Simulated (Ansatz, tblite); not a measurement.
Removing an electron: MoS₃⁻ (the lowest doublet isomer of a short search). The state is a doublet with charge -1. Geometry: PBE0-D4/def2-SVPD. Ansatz, gas phase; energy differences of separate SCF runs; the oxidised species is a singlet (the triplet lies 0.01 eV higher at PBE0-D4/def2-TZVPD).

```xyz
4

Mo    0.001    0.000    0.002
S     0.047    2.148   -0.188
S     1.625   -1.186   -0.775
S    -1.673   -0.962    0.961
```

In the def2 sets Mo takes a core potential; there is no spin–orbit coupling. The xTB rows come from tblite. The structure comes from a short search, and lower isomers may exist.

```tsv
level	−HOMO (eV)	vertical IE (eV)	−LUMO (eV)	HOMO–LUMO gap (eV)	remarks
GFN1-xTB	–	7.69	–	–	–
GFN2-xTB	–	8.85	–	–	–
PBE-D4/def2-TZVPD	1.37	3.89	-0.24	1.61	restricted singlet, untested (singlet)
PBE0-D4/def2-TZVPD	2.41	4.19	-1.26	3.67	restricted singlet, untested (singlet)
```

Run but left out: r2SCAN-D4/def2-TZVPD (neutral singlet: restricted singlet with a triplet 0.01 eV lower at the same geometry).  HOMO and LUMO are the levels of the spin that leaves or enters (xTB has no such levels and no spin-polarisation term). Other spin states of the ions may lie lower, which would lower the ionisation energy or raise the affinity. Raw xTB energy differences between charge states are shifted by several eV; the methods need an empirical correction for them.
